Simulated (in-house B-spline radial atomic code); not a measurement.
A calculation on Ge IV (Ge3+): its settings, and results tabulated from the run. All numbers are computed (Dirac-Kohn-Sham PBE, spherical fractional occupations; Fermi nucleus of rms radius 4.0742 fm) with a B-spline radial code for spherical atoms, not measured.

Command:
```bash
python run_scf.py task.json out
```
Settings (nuclear radius in fm, mass in u):
```
Z                32
configuration    [Ar] 3d10 4s1
hamiltonian      dirac
method           pbe,pbe
spin_polarised   False
nucleus          fermi
rms_radius       4.0742
atomic_mass      73.92118
speed_of_light   137.035999084
```

Output (hartree, bohr):
```
 radial grid: 70 intervals, B-splines of order 8, outer radius 28.1081 bohr

 iter        energy (Eh)    residual
    1       -2093.519878    3.94e-01
    2       -2092.672795    4.71e-01
    3       -2096.778503    4.22e-02
    4       -2096.798530    7.46e-03
    5       -2096.798483    8.07e-03
    6       -2096.800049    9.25e-04
    7       -2096.800061    1.73e-04
    8       -2096.800061    1.17e-06
    9       -2096.800061    3.54e-08

 total energy                     -2096.80006
 kinetic                            2141.2712
 electron-nucleus                  -5024.2649
 Hartree                             864.9474
 exchange-correlation                -78.7537

 first-order corrections (not in the total)
   Gaunt                             1.0487
   retardation                      -0.0979
   frequency dependence             -0.0037
   self-energy                       0.7020
   Uehling                          -0.0671
   Wichmann-Kroll                    0.0006
   recoil                            0.0115

 orbital      occ     eigenvalue          <r>       <r^2>       <1/r>       r_max    small
 1s1/2      2.000      -403.9630    0.0469983   0.0029728     32.3837     0.03072  1.34e-02
 2s1/2      2.000       -51.6427     0.209779   0.0519688     7.14988      0.1761  2.60e-03
 2p1/2      2.000       -46.0752     0.181218   0.0403361     7.11142      0.1392  2.58e-03
 2p3/2      4.000       -44.9036     0.184822   0.0418258     6.91736      0.1421  2.53e-03
 3s1/2      2.000        -7.4395      0.62391     0.44908     2.29205      0.5426  5.95e-04
 3p1/2      2.000        -5.6030     0.639235    0.480935     2.16536      0.5376  5.45e-04
 3p3/2      4.000        -5.4457     0.649829    0.496883     2.11884      0.5461  5.31e-04
 3d3/2      4.000        -2.3314     0.721826    0.660657     1.80213      0.5017  4.05e-04
 3d5/2      6.000        -2.3097     0.726627    0.669495     1.78971      0.5045  4.01e-04
 4s1/2      1.000        -1.4865      1.84905     3.87071    0.712188        1.62  9.00e-05
```

Run time, properties included: 2 s on 1 thread of Intel(R) Xeon(R) Platinum 8259CL CPU @ 2.50GHz, on a shared host.

For the Dirac Hamiltonian the kinetic term is c α·p + (β - 1)c².
